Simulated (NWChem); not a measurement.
System: C3H7NSi; SMILES CC1=NC[SiH2]1

```xyz
12

C      0.3806     2.1770    -0.0002
C      0.0036     0.7342    -0.0001
N     -1.2292     0.3107     0.0000
C     -1.1174    -1.1797     0.0011
Si     0.7962    -0.9998    -0.0009
H     -0.5294     2.8098     0.0017
H      0.9996     2.4223     0.8885
H      0.9960     2.4229    -0.8912
H     -1.6056    -1.6228    -0.8924
H     -1.6032    -1.6208     0.8969
H      1.5711    -1.4382    -1.2210
H      1.5756    -1.4400     1.2157
```
Atoms are numbered in this order, from 1.

All runs: NWChem. STO-3G and 3-21G are far too small for this property and stand as cheap habits. The geometry was optimised at PBE-D3(BJ)/def2-SVP. Not confirmed as a minimum by frequencies. B3LYP is NWChem's, with the RPA form of VWN correlation. Field at 589 nm.

For level B3LYP/STO-3G:

| Property | Value |
|---|---|
| isotropic polarisability (bohr³) | 33.2 |
| anisotropy (bohr³) | 14.2 |

Problem. Estimate the same quantities for level B3LYP/def2-SVP.

Solution. isotropic polarisability (bohr³): 64.4
anisotropy (bohr³): 19.9
